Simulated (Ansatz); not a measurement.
Input for Ansatz (a program for electronic structure): R-B3LYP/def2-TZVPPD on C2H5NS (a complex), monomers drawn apart or pushed together. Files ending in .json are basis or fitting sets from the Basis Set Exchange.

Ansatz 0.2 input:
```yaml
crystal:
  periodic: [false, false, false]
  atoms:
    - {symbol: S, position_ang: [0.50697014, -0.18187352, -0.86164302]}
    - {symbol: H, position_ang: [0.38928504, 0.06576997, 0.45635031]}
    - {symbol: H, position_ang: [0.82500026, 1.09216337, -1.13977519]}
    - {symbol: C, position_ang: [-0.23070832, 0.66969928, 5.62973486]}
    - {symbol: C, position_ang: [-0.03102592, 0.58416856, 4.19249576]}
    - {symbol: N, position_ang: [0.12642087, 0.51588981, 3.05688977]}
    - {symbol: H, position_ang: [0.67782196, 1.02928404, 6.11319194]}
    - {symbol: H, position_ang: [-1.04575060, 1.35804750, 5.85403337]}
    - {symbol: H, position_ang: [-0.47858564, -0.31285716, 6.03171021]}
basis:
  gaussian:
    orbitals: def2-TZVPPD.json
hamiltonian:
  xc: {name: B3LYP}
scf: {lower_state_search: off}
```

Program output:

```
WARN ansatz: RAYON_NUM_THREADS=1 ignored (pool sized by the plan → 1); use --threads N
Functional definition: B3LYP
these checks for a lower state are left out or cut short: stability, starts, cluster_reference, orbital_swaps, neighbouring_geometries, increment
integrals: 0.14 GiB planned
1166 factors; their error is unknown
mean field: 1.26 GiB planned
mean field evaluation 1: about -14476.3327 eV, gradient 5.6e1 eV
mean field evaluation 2: about -14471.8376 eV, gradient 7.0e1 eV
mean field evaluation 4: about -14483.0370 eV, gradient 2.2e0 eV
mean field evaluation 8: about -14483.0490 eV, gradient 3.9e-2 eV
mean field evaluation 16: about -14483.0619 eV, gradient 2.1e-5 eV
mean field -14483.06193195 eV, -532.2427090272 hartree, gradient 6.7e-6 eV, S^2 0.000000; 0 other end points of the search recorded, 0 dependent functions left out
reference -14483.06224857 eV, -532.2427206629 hartree; 20, 20 occupied and 227, 227 virtual orbitals, 1166 factors
Total energy: -14483.06224857 eV, -532.2427206629 hartree
Checks for a lower state left out: stability, starts, cluster_reference, orbital_swaps, neighbouring_geometries, increment
```

Self-consistency was reached.

Cost: very roughly 4 core-seconds.
